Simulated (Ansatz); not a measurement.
A nudged elastic band was laid between two geometries of BFGeH4O (8 atoms, charge 0, multiplicity 1).

Method: RHF/def2-SVP (Ansatz 0.2.0).

* movable images: 7
* climbing image: yes
* spring: 5.0 eV/Å²
* optimiser: quadratic models (default)
* start path: through a guess of the saddle point
* force threshold: 0.03 eV/Å
* iteration limit: 60
* end points: relaxed

Initial state:

```xyz
8
Properties=species:S:1:pos:R:3
B -0.673 1.418 -0.291
O -0.777 0.109 0.002
Ge 0.434 -1.129 0.308
F 1.073 -1.546 -1.233
H -1.675 2.041 -0.519
H 0.407 1.958 -0.312
H 1.582 -0.562 1.128
H -0.278 -2.346 0.862
```

Final state:

```xyz
8
Properties=species:S:1:pos:R:3
B -0.798 1.337 -0.336
O 0.172 0.699 0.343
Ge 0.650 -0.993 0.386
F 1.401 -1.305 -1.129
H -0.889 2.530 -0.233
H -1.570 0.717 -1.028
H 1.699 -1.150 1.469
H -0.573 -1.891 0.472
```

Question: What changes between the two ends?

Answer: No bond is made or broken. The dihedral B1–O2–Ge3–F4 goes from -76 to 72°.

Question: Give the energies along the band, and the barrier.

Answer: The forces met the threshold. The highest image is number 4 of 0 to 8, 0.012 eV above the ends, which have the same energy within 2 meV. A vibrational analysis at the climbing image gives no mode beyond 40i cm⁻¹: the surface is too flat there to confirm a saddle point.

```csv
image,path coordinate (Å),energy (eV),dihedral B1–O2–Ge3–F4 (°)
0,0.00,0.000,-76
1,0.47,0.003,-58
2,0.95,0.008,-40
3,1.42,0.011,-22
4,1.90,0.012,-2
5,2.35,0.011,18
6,2.81,0.008,37
7,3.27,0.004,54
8,3.72,0.000,72
```

Question: What is the geometry of the highest image?

Answer: 
```xyz
8
Properties=species:S:1:pos:R:3:forces:R:3
B -0.763 1.387 -0.332 -0.01 -0.01 0.01
O -0.553 0.278 0.401 0.01 0.01 -0.01
Ge 0.519 -1.110 0.377 0.00 0.00 0.00
F 1.515 -0.957 -1.016 -0.01 0.00 0.00
H -1.619 2.151 0.029 0.00 -0.01 0.00
H -0.113 1.609 -1.320 0.00 0.00 0.00
H 1.424 -1.049 1.595 0.00 0.00 0.00
H -0.317 -2.366 0.209 0.00 0.00 0.00
```

Time of the run: 8.2 min on 1 thread of Arm Neoverse V2, on a shared host, peak memory 0.28 GiB.
